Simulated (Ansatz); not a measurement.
Geometry optimisation, RKS PBE0-D4/STO-3G in Ansatz 0.2.0.

The input (input.yaml):

```yaml
crystal:
  periodic: [false, false, false]
  atoms:
    - { symbol: Al, position_ang: [0.0, 0.0, 0.0] }
    - { symbol: F, position_ang: [0.0, 0.0, 1.69] }
    - { symbol: "N", position_ang: [1.6627, 0.0, -0.96] }
    - { symbol: H, position_ang: [2.1293, -0.9179, -1.2118] }
    - { symbol: H, position_ang: [2.1141, 0.9179, -1.2382] }
    - { symbol: Cl, position_ang: [-1.9312, 0.0, -1.115] }
basis:
  gaussian: { orbitals: STO-3G }
hamiltonian:
  xc: pbe0
  dispersion: d4
relax:
  f_tol: 0.02
  max_steps: 40
output:
  orbitals: {}
```

Command:

```bash
$ ansatz run input.yaml --threads 1 --pin off --max-ram 2048MiB --backend cpu --events-out ev --progress --plain --runs-dir out
```

Question: Where does it end, and by what steps?

Answer: The run converged. Limits of this set-up: minimal basis. After 16 steps the energy has fallen by 1.346 eV; H5 moved furthest, 1.05 Å.

```csv
step,energy less start (eV),largest force component (eV/Å),accepted
0,0.0000,3.207,yes
1,-0.8542,1.665,yes
2,-0.9602,0.936,yes
3,-0.9788,0.363,yes
4,-1.0004,0.547,yes
5,-1.0086,1.269,yes
6,-1.0549,1.147,yes
7,-1.1267,0.816,yes
8,-1.1989,0.668,yes
9,-1.2757,0.678,yes
10,-1.3129,0.822,yes
11,-1.3331,0.377,yes
12,-1.3454,0.187,yes
13,-1.3456,0.176,yes
14,-1.3458,0.192,yes
15,-1.3461,0.036,yes
16,-1.3464,0.004,yes
```

```xyz
6
Properties=species:S:1:pos:R:3
Al 0.060 -0.027 -0.024
F -0.008 -0.490 1.527
N 1.525 -0.025 -0.909
H 2.445 -0.305 -0.537
H 1.622 0.258 -1.896
Cl -1.669 0.589 -0.997
```

Run time: 25 s on 1 thread of Arm Neoverse V2 (shared host), peak memory 0.14 GiB.
